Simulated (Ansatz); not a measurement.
Species: sum formula Si2H3F2, net charge 0, doublet state. It need not be the lowest isomer of its formula. 
Structure (B3LYP-D3(BJ)/def2-TZVP (Ansatz, a quantum-chemistry and plane-wave program) minimum search):
SMILES: F[SiH][SiH2]F
```xyz
7

F      1.9181     1.2415     0.1939
Si     1.1664    -0.1098    -0.2841
Si    -1.1169     0.0643     0.2927
F     -1.8637    -1.1765    -0.4137
H      1.8848    -1.2481     0.3553
H     -1.3890    -0.0229     1.7474
H     -1.6780     1.3231    -0.2443
```
Charge 0, spin multiplicity 2.

Total electronic energies in hartree. Valence correlation only, unless marked. Open shells are spin-unrestricted. Spin-orbit coupling is left out. No relativistic terms. CBS marks a two-point X^-3 extrapolation of the correlation energy; Hartree-Fock from the larger set.

```csv
level,program,energy (Eh)
HF/STO-3G,Ansatz,-769.01196
HF/cc-pwCVTZ,Ansatz,-778.68433
HF/cc-pV(Q+d)Z,Ansatz,-778.70869
BLYP/def2-TZVPD,Ansatz,-780.63154
revPBE-D4/def2-TZVPD,Ansatz + dftd4,-780.47228
BHLYP-D3(BJ)/def2-TZVPD,Ansatz + dftd3,?
LC-wPBE-D3(BJ)/def2-TZVPD,Ansatz + dftd3,-780.36439
LC-wPBE-D4/def2-TZVPD,Ansatz + dftd4,-780.36498
MP2/cc-pwCVTZ,Ansatz,-779.41989
RI-MP2/aug-cc-pV(T+d)Z,Ansatz,-779.42550
RI-MP2/cc-pV(T+d)Z,Ansatz,-779.40027
RI-MP2/cc-pV(Q+d)Z,Ansatz,-779.49289
SCS-MP2/cc-pV(Q+d)Z,Ansatz,-779.49382
CCSD(T)/aug-cc-pV(T+d)Z,Ansatz,-779.48033
"CCSD(T)/CBS(aug-cc-pV(T+d)Z,aug-cc-pV(Q+d)Z)",Ansatz,-779.5920
```

### Question
Fill in the missing entries.

### Answer

- BHLYP-D3(BJ)/def2-TZVPD, energy (Eh): -780.59047
